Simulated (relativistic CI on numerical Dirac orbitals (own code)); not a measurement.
# Lu¹³⁺: q coefficients and field-shift factors

Computed by Dirac-Coulomb-Breit CI, KLI orbitals optimised for each configuration, derivatives by finite differences, unscaled Slater integrals, QED left out (own radial code, finite nucleus).

CI space (outside the closed core [Ar] 3d10 4p6 4d10): 4s2 4f10 5s2, 4s2 4f12, 4s2 4f11 5s, 4s2 4f11 5p, 4s2 4f11 5d, 4s2 4f10 6s2, 4f12 5s2. The list is cut by size and lacks configurations that can hold low levels.

With x = (α/α₀)² − 1 an excitation energy changes as ω = ω₀ + qx; K = 2q/ω₀ is the relative enhancement. Terms are leading LS components, so labels can repeat. The field-shift factor is F = δν/δ⟨r²⟩ for the transition from the lowest level.

Lowest level 4s2 4f10 5s2 5I_8.

```
            Level  ω₀ (cm⁻¹)  q (cm⁻¹)      K  F (GHz/fm²)
4s2 4f10 5s2 5I_7     9601.8      9890   2.06        0.533
4s2 4f10 5s2 5I_6    16036.4     14400    1.8        0.807
4s2 4f10 5s2 5I_5    20597.4     16120   1.57        0.946
4s2 4f10 5s2 5I_4    24399.3     19480    1.6         1.14
4s2 4f10 5s2 5F_5    28569.6      2504  0.175        0.565
4s2 4f10 5s2 5S_2    33104.9      1932  0.117        0.619
4s2 4f10 5s2 3K_8    33886.9      4632  0.273        0.757
4s2 4f10 5s2 5F_4    34762.0      8319  0.479        0.877
4s2 4f10 5s2 5F_3    38468.4     11750  0.611         1.07
4s2 4f10 5s2 5F_2    38535.1      9033  0.469        0.975
4s2 4f10 5s2 5G_6    40414.7      3696  0.183        0.765
4s2 4f10 5s2 5F_1    41030.3     11740  0.572         1.12
4s2 4f10 5s2 3G_5    42624.9      8052  0.378         1.01
4s2 4f10 5s2 3K_7    42840.3     12530  0.585         1.21
4s2 4f10 5s2 3G_4    46480.5      5701  0.245        0.979
4s2 4f10 5s2 3L_9    46712.7      5886  0.252         1.02
4s2 4f10 5s2 3H_6    47938.0     11170  0.466          1.2
4s2 4f10 5s2 3K_6    49957.0     17930  0.718         1.53
4s2 4f10 5s2 5F_2    50086.1     12550  0.501         1.31
4s2 4f10 5s2 5G_5    50098.0     13210  0.528         1.31
4s2 4f10 5s2 3F_4    51879.3      6931  0.267          1.1
4s2 4f10 5s2 5G_3    53049.3     10860   0.41         1.28
4s2 4f10 5s2 5G_2    55723.3     11740  0.421         1.37
```

At this charge energies of transitions that change n are usually good to better than 1 %, and those within a shell (Δn = 0) to a few per cent. Terms inside the open d or f shell come out 10 to 20 % too wide with unscaled integrals. Levels and lines within the n = 5 or 6 shells can be off by up to 10 % or somewhat more, and those that change n by about 2 %, since core polarisation is missing.
